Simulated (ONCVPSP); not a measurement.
Scattering properties, ONCV potential for manganese (Mn)

manganese, optimised norm-conserving Vanderbilt (ONCV), made with ONCVPSP 4.0.1 (PBEsol, scalar-relativistic). Core [Ne], reference 3s2 3p6 3d5 4s2. Waves: 3s+4s: rc 1.30 bohr, ncon 4, nbas 9, qcut 8.9 1/bohr, 2 projectors; 3p: rc 1.40 bohr, ncon 4, nbas 7, qcut 8.1 1/bohr, 2 projectors, debl 2.5 Ha; 3d: rc 1.35 bohr, ncon 5, nbas 9, qcut 12 1/bohr, 3 projectors, debl 1.6 Ha. Local part: polynomial inside 1.00 bohr (lpopt 3, dvloc0 6 Ha). Core correction: Teter function, fcfact 4, rcfact 1.35.

The phase is arctan(r·R′/R) of the radial function R(r), unwrapped; energies in Ha, scanned from -5 to 5 Ha. A pole is an energy at which the radial function vanishes at the test radius. The pseudo phase is shifted by a multiple of π to meet the all-electron one at the reference energy, and phase errors are pseudo minus all-electron; the curves can meet again beyond the range given. Levels narrower than the energy grid can be missing from the lists of poles.

```json
{"channel": "s", "radius (bohr)": "1.32", "reference energy (Ha)": "-0.19", "poles, all-electron": "-2.26", "poles, pseudo": "-2.26", "unbroken range about the reference energy with phases within 0.05 rad": "the whole range", "phase error 1 Ha above the reference energy (rad)": "-0.000"}
{"channel": "p", "radius (bohr)": "1.42", "reference energy (Ha)": "-2.00", "poles, all-electron": "-1.29", "poles, pseudo": "-1.29", "unbroken range about the reference energy with phases within 0.05 rad": "the whole range", "phase error 1 Ha above the reference energy (rad)": "-0.000"}
{"channel": "d", "radius (bohr)": "1.37", "reference energy (Ha)": "-0.25", "poles, all-electron": "0.79", "poles, pseudo": "0.79", "unbroken range about the reference energy with phases within 0.05 rad": "the whole range", "phase error 1 Ha above the reference energy (rad)": "-0.000"}
```

Phases in the d channel:

| E (Ha) | all-electron | pseudo |
| --- | --- | --- |
| -4.96 | 1.260 | 1.260 |
| -4.48 | 1.236 | 1.236 |
| -4.00 | 1.207 | 1.207 |
| -3.52 | 1.169 | 1.169 |
| -3.04 | 1.116 | 1.116 |
| -2.56 | 1.040 | 1.040 |
| -2.08 | 0.918 | 0.918 |
| -1.60 | 0.690 | 0.690 |
| -1.12 | 0.196 | 0.196 |
| -0.64 | -0.616 | -0.616 |
| -0.16 | -1.161 | -1.161 |
| 0.32 | -1.422 | -1.422 |
| 0.80 | -1.573 | -1.573 |
| 1.28 | -1.685 | -1.685 |
| 1.76 | -1.788 | -1.788 |
| 2.24 | -1.904 | -1.904 |
| 2.72 | -2.061 | -2.061 |
| 3.20 | -2.316 | -2.316 |
| 3.68 | -2.770 | -2.770 |
| 4.16 | -3.413 | -3.413 |
| 4.64 | -3.906 | -3.906 |
